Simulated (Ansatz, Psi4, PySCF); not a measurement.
System: isocyanic acid, CHNO, net charge 0, singlet state. SMILES: N=C=O
Geometry from a B3LYP-D3(BJ)/def2-TZVP (Ansatz, a first-principles code) optimisation:
```xyz
4

N     -1.1014     0.2807     0.2471
C      0.0427    -0.0239    -0.0008
O      1.1482    -0.1990    -0.3207
H     -1.7320    -0.2289     0.8408
```
Charge 0, spin multiplicity 1.

Wanted: atomisation energy, in kcal/mol. Terms: atomisation electronic, to ground-state atoms; UHF or UKS for open shells; valence correlation only; six Cartesian d functions in 6-31G* and its kin unless marked 5d; no dispersion term unless named; non-relativistic; spin-orbit terms left out. CBS marks a two-point X^-3 extrapolation of the correlation energy; Hartree-Fock from the larger set. First-principles rows: single points at B3LYP-D3(BJ) geometries (Ansatz).

| species | coefficient | E at wB97X-D/6-31G* (Psi4), Eh | E at M06-2X/def2-TZVPD (PySCF), Eh |
|---|---|---|---|
| N=C=O | -1 | -168.61892 | -168.68875 |
| C atom | +1 | -37.83024 | -37.84258 |
| H atom | +1 | -0.50061 | -0.49815 |
| N atom | +1 | -54.56801 | -54.58717 |
| O atom | +1 | -75.03624 | -75.06660 |

Coupled cluster (Ansatz) is a level with limits of its own, used here on species with T1 under 0.025 (0.045 for open shells) and stable references: CCSD(T)/CBS(cc-pVTZ,cc-pVQZ). Value to compare with, CCSD(T)/CBS(cc-pVTZ,cc-pVQZ) (Ansatz): 432.3 kcal/mol. 1 Eh = 627.5095 kcal/mol.

Work the quantity out at each level, and compare with CCSD(T)/CBS(cc-pVTZ,cc-pVQZ) (Ansatz).


- wB97X-D/6-31G*: the sum of coefficient times E is 0.68382 Eh, or 429.10 kcal/mol. Result: 429.1 kcal/mol. Its difference against CCSD(T)/CBS(cc-pVTZ,cc-pVQZ) (Ansatz) is -3.2 kcal/mol.
- M06-2X/def2-TZVPD: the sum of coefficient times E is 0.69425 Eh, or 435.65 kcal/mol. Result: 435.6 kcal/mol. Its difference against CCSD(T)/CBS(cc-pVTZ,cc-pVQZ) (Ansatz) is 3.3 kcal/mol.
